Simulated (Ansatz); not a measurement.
System: sum formula SiN2H5F2, net charge 1, singlet state. It need not be the lowest isomer of its formula. 
Geometry from a B3LYP-D3(BJ)/def2-TZVP (Ansatz, a quantum-chemistry and plane-wave program) optimisation:
```xyz
10

N      1.2561     1.0117    -0.6092
Si     0.1762    -0.0495     0.0473
N     -1.5887     0.4117    -0.4022
F      0.2064    -1.4921    -0.5544
F      0.0477     0.0048     1.6044
H      1.6556     1.7801    -0.0889
H      1.7568     0.8248    -1.4665
H     -1.8373     1.3455    -0.0652
H     -1.7381     0.4097    -1.4147
H     -2.2631    -0.2445     0.0032
```
Charge +1, spin multiplicity 1.

Total electronic energies in hartree. Correlated levels leave the core frozen unless marked. Spin-orbit coupling is left out. Non-relativistic. Basis-set limits of correlation are two-point, X^-3; Hartree-Fock from the larger set.

```csv
level,program,energy (Eh)
revPBE/def2-TZVPD,Ansatz,-601.62476
B3LYP-D3(BJ)/def2-TZVPD,Ansatz + dftd3,(withheld)
PBE0/def2-TZVPD,Ansatz,(withheld)
BHLYP/def2-TZVPD,Ansatz,(withheld)
CAM-B3LYP-D3(BJ)/def2-TZVPD,Ansatz + dftd3,-601.72340
B2PLYP/def2-TZVPD,Ansatz,-601.49221
RI-MP2/cc-pV(T+d)Z,Ansatz,-600.79449
SCS-MP2/cc-pwCVTZ,Ansatz,-600.80283
"CCSD(T)/CBS(cc-pV(T+d)Z,cc-pV(Q+d)Z)",Ansatz,-601.0229
```

Task: Some entries are withheld; supply them.

Result: 
- B3LYP-D3(BJ)/def2-TZVPD, energy (Eh): -601.83302
- PBE0/def2-TZVPD, energy (Eh): -601.35973
- BHLYP/def2-TZVPD, energy (Eh): -601.66946
